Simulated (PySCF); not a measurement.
# Basis-set dependence of population analyses: F3Si(SH)

Compound: F3Si(SH), F3HSSi.
Structure used (PBE0-D3(BJ)/def2-SVP), in Å, numbered top down from 1:
```
atom  x, y, z in Å
F1    -1.2050   -0.1475    1.2378
Si2   -0.4150   -0.1675   -0.1526
F3    -0.8779    1.1489   -0.9340
F4    -0.8901   -1.4478   -0.9783
S5     1.6635   -0.2869    0.0738
H6     1.7308    0.9048    0.7102
```

PBE0 throughout (PySCF), one geometry, spherical d and f functions. Isolated species at its PBE0-D3(BJ)/def2-SVP geometry, gas phase. Atoms taken as equivalent share a column and are averaged.

Mulliken charges (e):

| basis | functions | F1/F3/F4 | Si2 | S5 | H6 |
| --- | --- | --- | --- | --- | --- |
| STO-3G | 34 | -0.256 | +0.883 | -0.106 | -0.008 |
| 6-31G | 55 | -0.426 | +1.403 | -0.228 | +0.104 |
| 6-31G* | 80 | -0.375 | +1.267 | -0.286 | +0.144 |
| def2-SVP | 83 | -0.318 | +1.073 | -0.240 | +0.121 |
| pcSseg-1 | 104 | -0.393 | +1.355 | -0.348 | +0.171 |
| 6-311+G(2d,p) | 157 | -0.490 | +1.563 | -0.237 | +0.145 |
| def2-TZVP | 173 | -0.280 | +0.908 | -0.258 | +0.190 |

IAO charges (e):

```json
{"basis": "STO-3G", "functions": "34", "F1/F3/F4": "-0.363", "Si2": "+1.238", "S5": "-0.176", "H6": "+0.028"}
{"basis": "6-31G", "functions": "55", "F1/F3/F4": "-0.476", "Si2": "+1.538", "S5": "-0.242", "H6": "+0.133"}
{"basis": "6-31G*", "functions": "80", "F1/F3/F4": "-0.506", "Si2": "+1.683", "S5": "-0.278", "H6": "+0.113"}
{"basis": "def2-SVP", "functions": "83", "F1/F3/F4": "-0.503", "Si2": "+1.667", "S5": "-0.280", "H6": "+0.122"}
{"basis": "pcSseg-1", "functions": "104", "F1/F3/F4": "-0.511", "Si2": "+1.689", "S5": "-0.282", "H6": "+0.125"}
{"basis": "6-311+G(2d,p)", "functions": "157", "F1/F3/F4": "-0.517", "Si2": "+1.709", "S5": "-0.285", "H6": "+0.128"}
{"basis": "def2-TZVP", "functions": "173", "F1/F3/F4": "-0.521", "Si2": "+1.729", "S5": "-0.291", "H6": "+0.126"}
```

**Question.** Which scheme is steadiest as the basis changes?

**Answer.** Largest range over the bases for any column: IAO 0.49 e, Mulliken 0.68 e. IAO charges move least and Mulliken charges most, counted in e. Without the minimal STO-3G basis the ranges are IAO 0.19, Mulliken 0.65 e.

**Question.** How much do the charges still move between the two largest bases, 6-311+G(2d,p) and def2-TZVP?

**Answer.** At most, over all atoms: Mulliken 0.654 e, IAO 0.020 e.

**Question.** What do the same runs give for the total energy, the frontier levels and the dipole moment?

**Answer.** 
| basis | energy (Eh) | HOMO (eV) | LUMO (eV) | μ (D) |
| --- | --- | --- | --- | --- |
| STO-3G | -975.2869 | -4.19 | 5.41 | 0.82 |
| 6-31G | -987.2581 | -9.06 | -0.71 | 2.18 |
| 6-31G* | -987.4428 | -8.52 | 0.10 | 1.55 |
| def2-SVP | -987.0332 | -8.53 | 0.12 | 1.76 |
| pcSseg-1 | -987.4415 | -8.70 | -0.22 | 1.76 |
| 6-311+G(2d,p) | -987.6249 | -8.67 | -0.64 | 1.91 |
| def2-TZVP | -987.6713 | -8.63 | -0.26 | 1.78 |

The dipole is fixed by the density alone, so its range of 1.36 D shows that the density itself changes with the basis, not only its division among atoms.
